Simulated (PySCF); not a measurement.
Cd(NH2)(SMe) (CH5CdNS), SMILES C[S][Cd][NH2]. Atoms are numbered in the order given.

```xyz
9

Cd     0.0870    -0.5663     0.0000
N     -0.5265    -2.4770     0.0000
H     -0.2457    -3.0151     0.8179
H     -0.2457    -3.0151    -0.8179
S      0.6302     1.7076     0.0000
C     -1.0107     2.5150     0.0000
H     -1.5965     2.2704    -0.8969
H     -0.8232     3.5981     0.0000
H     -1.5965     2.2704     0.8969
```

Geometry optimised at PBE0-D3(BJ)/def2-SVP. The structure was generated by enumeration; whether it is a known compound was not checked. The def2 effective core potentials stand for the cores of Cd; spin–orbit coupling is left out. The values are those of a single conformer.

The numbers are results of ωB97X/def2-TZVP (PySCF), not measurements.

Symmetry labels are those of the subgroup Cs that the program uses (full group Cs).

Computed valence orbital energies around the gap with their symmetry:
```
orbital  symmetry  energy (eV)
-------  --------  -----------
HOMO−7         A"       -14.99
HOMO−6         A'       -14.50
HOMO−5         A"       -14.41
HOMO−4         A'       -12.40
HOMO−3         A'       -12.23
HOMO−2         A'        -9.99
HOMO−1         A'        -9.31
HOMO           A"        -8.86
LUMO           A'         1.01
LUMO+1         A'         1.38
LUMO+2         A"         1.50
LUMO+3         A'         3.49
```
